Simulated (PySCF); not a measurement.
# Two-component Hartree-Fock for In (indium, neutral)

Start: [Kr] 4d10 5s2 5p1; 5p3/2 filled at m_j = +3/2. Calculated with PySCF 2.14 in x2c-QZVPPall-2c (13s13p9d4f1g, 134 functions): generalised Hartree-Fock with the X2C-1e Hamiltonian and a Gaussian nucleus; one run each with spin-orbit coupling (SO) screened by Boettger's factors, then bare. This is a chosen level, not necessarily the ground level.

```tsv
spinor shell	electrons	ε, screened SO (eV)	ε, bare SO (eV)	weight of nominal j (bare SO)	rms radius, bare SO (bohr)
1s1/2	2	-28079.9	-28079.7	1.000	0.0340
2s1/2	2	-4295.1	-4295.0	1.000	0.139
2p1/2	2	-3994.8	-4001.5	1.000	0.120
2p3/2	4	-3781.6	-3778.8	1.000	0.125
3s1/2	2	-854.21	-854.20	1.000	0.371
3p1/2	2	-731.51	-732.75	1.000	0.364
3p3/2	4	-691.69	-691.17	1.000	0.376
3d3/2	4	-476.68	-477.93	1.000	0.350
4s1/2	2	-144.46	-144.46	1.000	0.907
4p1/2	2	-102.21	-102.44	1.000	0.970
4p3/2	4	-95.197	-95.101	1.000	1.00
4d3/2	4	-28.178	-28.338	0.999	1.26
4d5/2	6	-27.207	-27.109	0.999	1.29
5s1/2	2	-10.835	-10.837	0.999	2.92
5p3/2	1	-5.270	-5.267	1.000	4.11
```

Task: Where does 3d5/2 lie, and what is the 3d spin-orbit splitting (bare SO)?

Result: At -467.81 eV, 10.120 eV above 3d3/2.

```
   quantity  screened SO      bare SO
E (hartree)  -5878.98689  -5879.10985
        M_J          3/2          3/2
       ⟨J²⟩        3.764        3.764
       ⟨L²⟩        2.027        2.030
       ⟨S²⟩        0.771        0.774
```

Each row is a mean over spinors that exchange with the open shell spreads, by up to 1.436 eV (5s1/2).

Breit and QED terms are absent; they matter most for the inner s and p1/2 levels.

Densities and radii are taken from the X2C orbitals without a picture-change correction, which distorts them close to the nucleus.
